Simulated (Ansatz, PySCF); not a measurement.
C₂H₄BF₂N, SMILES F/C=C\B(N)F. Atoms are numbered in the order given.

```xyz
10

N     -1.3599    -0.8081     0.0000
B      0.0299    -0.9315     0.0000
F      0.5630    -2.1666     0.0000
C      1.0135     0.2830     0.0000
C      0.6699     1.5691     0.0000
F     -0.6043     1.9756     0.0000
H     -1.9709    -1.6137     0.0000
H     -1.8218     0.0898     0.0000
H      2.0913     0.0945     0.0000
H      1.3548     2.4236     0.0000
```

The structure is a stationary point at PBE0-D3(BJ)/def2-SVP. The structure was generated by enumeration; whether it is a known compound was not checked. Other conformers were not sampled.

Two levels are set side by side: PBE-D3(BJ)/def2-SVP (Ansatz, a first-principles code) and PBE0-D3(BJ)/def2-SVP (Ansatz). Each level has its own optimised geometry; the coordinates shown are those of the second. Frequencies come from the Hessian of PySCF at each geometry. Differences are taken from unrounded values.

```tsv
quantity	PBE0-D3(BJ)	PBE-D3(BJ)	PBE-D3(BJ) minus PBE0-D3(BJ)
mean bond length (Å)	1.242	1.252	0.010
bond N1–B2 (Å)	1.395	1.405	0.010
bond B2–F3 (Å)	1.345	1.357	0.012
bond B2–C4 (Å)	1.563	1.566	0.003
bond C4–C5 (Å)	1.331	1.343	0.012
bond C5–F6 (Å)	1.337	1.354	0.016
bond N1–H7 (Å)	1.011	1.020	0.009
bond N1–H8 (Å)	1.010	1.019	0.009
bond C4–H9 (Å)	1.094	1.103	0.008
bond C5–H10 (Å)	1.095	1.104	0.009
highest harmonic wavenumber (cm⁻¹)	3766	3644	-122
mean harmonic wavenumber (cm⁻¹)	1283	1238	-45
zero-point energy (kcal/mol)	44.04	42.48	-1.56
```

GGA bonds tend to be longer and softer than those of functionals with exact exchange. Differences between two approximate levels are no errors against the true value.
